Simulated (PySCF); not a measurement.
Working out the ionisation energy of W

W [Xe] 4f14 5d4 6s2 (5D) → W⁺ [Xe] 4f14 5d4 6s1 (6D). Computed with PySCF 2.14 in ANO-RCC-VTZP (8s7p5d3f2g1h, 104 functions), with scalar relativity by spin-free X2C-1e. Frozen: [Xe] 4f14. Energies in hartree (1 hartree = 27.21139 eV):

```csv
part,W (lower),W⁺ (upper)
UHF,-16137.656964,-16137.439557
CCSD correlation,-0.100805,-0.050458
(T),-0.004750,-0.000638
```

**Question.** What does Hartree-Fock give?

**Answer.** (-16137.439557) − (-16137.656964) = 0.217407 hartree = 5.916 eV.

**Question.** What do CCSD and CCSD(T) give?

**Answer.** The CCSD correlation energies differ by 0.050347 hartree = 1.370 eV and the triples by 0.004112 hartree = 0.112 eV, so CCSD gives 7.286 eV and CCSD(T) 7.398 eV.

Measured between the centres of the two terms (NIST): 7.825 eV, so CCSD(T) (valence) is off by -0.427 eV.

What remains against the reference includes basis incompleteness, the frozen core and higher excitations.
